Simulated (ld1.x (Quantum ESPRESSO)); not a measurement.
**calcium (Ca), TM semilocal: configuration errors across variants**

ld1.x (Quantum ESPRESSO) 7.5 input, shortened:

```
&input
   title='Ca', zed=20., rel=1, dft='PBE', iswitch=3,
   config='[Ar] 3d0.5 4s1.5 4p0'
 /
 &inputp
   pseudotype=1, tm=.true., lloc=1,
   nlcc=.true., rcore=1.45
 /
3
4S  1  0   1.50   0.00  3.65  3.65  0.0
3D  3  2   0.50   0.00  2.65  2.65  0.0
4P  2  1   0.00   0.00  2.85  2.85  0.0
 &test
   configts(1)='3d0.5 4s1.5 4p0'
 /
```

All-electron excitation energies from the reference (eV): (1) 3d0 4s2 4p0 -1.053; (2) 3d0 4s1 4p0 5.256; (3) 3d0 4s1.5 4p0 1.451; (4) 3d0 4s0 4p2 3.899; (5) 3d0 4s0 4p1 8.305; (6) 3d1 4s1 4p0 1.229; (7) 3d1 4s0 4p0 6.636.

A semilocal file is local in each channel, so a ghost entry of none says nothing of the separable form that plane-wave codes build from it.

Tests that are not counted but printed errors over 1 eV. “all radii but the core radius scaled by about 0.79 (s 2.88, p 2.24, d 2.08 bohr)”: 3d0 4s0 4p2 (solver errors, printed error -8.5 eV); 3d0 4s0 4p1 (solver errors, printed error -2.4 eV).

Errors AE − PS in meV (a dash: test not solved or not reliable):

| change | (1) | (2) | (3) | (4) | (5) | (6) | (7) | bound ghosts |
| --- | --- | --- | --- | --- | --- | --- | --- | --- |
| base | -23 | -27 | -22 | -40 | -22 | -12 | -36 | none |
| all radii but the core radius scaled by about 0.79 (s 2.88, p 2.24, d 2.08 bohr) | -43 | -49 | -43 | – | – | -18 | -66 | none |
| all radii but the core radius scaled by about 1.11 (s 4.06, p 3.16, d 2.94 bohr) | -6.0 | -7.8 | -3.7 | -82 | -72 | -6.1 | -13 | none |
| all radii but the core radius scaled by about 1.23 (s 4.50, p 3.52, d 3.28 bohr) | +13 | +17 | +19 | -114 | -108 | +1.5 | +8.5 | none |
| all radii but the core radius scaled by about 1.35 (s 4.94, p 3.84, d 3.58 bohr) | +34 | +48 | +46 | -139 | -140 | +11 | +24 | none |

(1) Give the same row for: all radii but the core radius scaled by about 0.87 (s 3.16, p 2.48, d 2.30 bohr).

Answers

(1) -39, -45, -40, +75, +167, -18, -60; bound ghosts: none.
